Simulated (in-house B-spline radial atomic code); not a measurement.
Settings and results of a run for the copper ion Cu²⁺. Computed with an all-electron radial atomic-structure program (B-spline basis): Dirac-Hartree-Fock, average of configuration, Fermi nucleus of rms radius 3.8823 fm, inside a hard spherical wall at 1.43 bohr.

Command:
```bash
python run_scf.py task.json out
```
Settings (nuclear radius in fm, mass in u):
```
Z                29
configuration    [Ar] 3d9
hamiltonian      dirac
method           hf
spin_polarised   False
nucleus          fermi
rms_radius       3.8823
atomic_mass      62.9296
speed_of_light   137.035999084
wall_radius      1.43
```

Output (hartree, bohr):
```
 radial grid: 58 intervals, B-splines of order 8, outer radius 1.43 bohr

 iter        energy (Eh)    residual
    1      -1642.2548928    4.04e-01
    2      -1642.6646938    2.33e-02
    3      -1642.6731378    8.93e-03
    4      -1642.6740944    4.65e-03
    5      -1642.6742289    6.27e-04
    6      -1642.6742395    1.57e-04
    7      -1642.6742401    6.46e-06
    8      -1642.6742401    2.40e-07

 total energy                    -1642.674240
 kinetic                           1724.49351
 electron-nucleus                 -4048.59014
 electron-electron                  681.42238

 first-order corrections (not in the total)
   Gaunt                            0.75533
   retardation                     -0.06919
   frequency dependence            -0.00224
   self-energy                      0.49771
   Uehling                         -0.04483
   Wichmann-Kroll                   0.00034

 orbital      occ     eigenvalue          <r>       <r^2>       <1/r>     <1/r^2>       r_max    small
 1s1/2      2.000     -330.66234    0.0521051  0.00365266     29.1619     1749.94     0.03412  1.09e-02
 2s1/2      2.000      -39.85206      0.23474    0.065152     6.36938     172.929      0.1964  2.08e-03
 2p1/2      2.000      -34.47247     0.204831   0.0516368      6.2943     55.7882      0.1567  2.04e-03
 2p3/2      4.000      -33.71514     0.208126   0.0531852     6.15596     51.9424      0.1594  2.01e-03
 3s1/2      2.000       -4.26838     0.681241    0.519648     2.03242     26.0292      0.6257  4.69e-04
 3p1/2      2.000       -2.46584     0.684682    0.528378     1.94555      8.3687      0.6289  4.43e-04
 3p3/2      4.000       -2.36068     0.689524     0.53525     1.92343     7.88858      0.6359  4.39e-04
 3d3/2      3.600        0.71306     0.676696     0.51879      1.7454     3.80126      0.6052  3.75e-04
 3d5/2      5.400        0.72715     0.677986     0.52048     1.74048     3.77323      0.6072  3.74e-04
```

Run time, properties included: 0.4 s on 1 thread of x86-64 server CPU, with other jobs on the host.

For the Dirac Hamiltonian the kinetic term is c α·p + (β - 1)c².
